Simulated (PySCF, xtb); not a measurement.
GeHCl, SMILES [Cl][GeH] (connectivity only; charge and spin as stated), neutral, multiplicity 1.

Harmonic wavenumbers (cm⁻¹) from GFN2-xTB (xtb) at its own minimum, in rising order: 365, 646, 1365.

What does ωB97X-D3(BJ)/def2-TZVP (PySCF) give at its own minimum? (Estimate from the structure and the level; the computed values follow.)

413, 752, 1951. Paired by order, the mean absolute difference is 247 cm⁻¹ and the zero-point energies are 3.4 and 4.5 kcal/mol.
